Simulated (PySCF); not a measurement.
## `COc1ccc(Cl)cc1`, C7H7ClO

Cartesian coordinates in Å; atom numbers follow the order of the lines, from 1:
```xyz
16

C     2.0898    0.3045    0.0613
O     1.1174   -0.6455   -0.2708
C    -0.1483   -0.4533    0.1503
C    -1.0776   -1.4381   -0.2139
C    -2.4052   -1.3318    0.1711
C    -2.8219   -0.2344    0.9286
Cl   -4.4826   -0.0994    1.4115
C    -1.9096    0.7480    1.2954
C    -0.5728    0.6428    0.9089
H     2.2174    0.3982    1.1546
H     1.8515    1.2999   -0.3542
H     3.0337   -0.0444   -0.3761
H    -0.7287   -2.2863   -0.8057
H    -3.1282   -2.0984   -0.1125
H    -2.2440    1.6017    1.8871
H     0.1252    1.4250    1.2079
```

The calculation used PySCF, quadratic response CAM-B3LYP/aug-cc-pVDZ first hyperpolarisability, Taylor convention, gas phase. Geometry: PBE0-D3(BJ)/def2-SVP.

(1) What is the first hyperpolarisability, and how does it disperse?

(2) Which lowest excitations, dipole and polarisabilities go with it?

Answers

(1) In au, Taylor convention; the vector part is βᵢ = ⅓ Σⱼ (βᵢⱼⱼ + βⱼᵢⱼ + βⱼⱼᵢ); β∥ is 3/5 of the vector part along the dipole, the dipole points from − to +:
| process | λ (nm) | β vector norm | β∥ | β HRS | depolarisation ratio |
| --- | --- | --- | --- | --- | --- |
| static β(0;0,0) | ∞ | 117.0 | 35.4 | 58.2 | 3.19 |
| second harmonic β(−2ω;ω,ω) | 1907 | 122.4 | 37.6 | 61.1 | 3.18 |
| Pockels β(−ω;ω,0) | 1907 | 118.8 | 36.1 | – | – |
| second harmonic β(−2ω;ω,ω) | 1064 | 136.0 | 43.1 | 68.4 | 3.14 |
| Pockels β(−ω;ω,0) | 1064 | 122.8 | 37.7 | – | – |

(2) S1 4.91 eV (f = 0.034); S2 5.64 eV (f = 0.010); S3 5.65 eV (f = 0.173); dipole 2.75 D; isotropic α 102.8 au static, 103.2 au at 1907 nm, 104.1 au at 1064 nm, 104.4 au at 953.5 nm, 108.4 au at 532 nm.
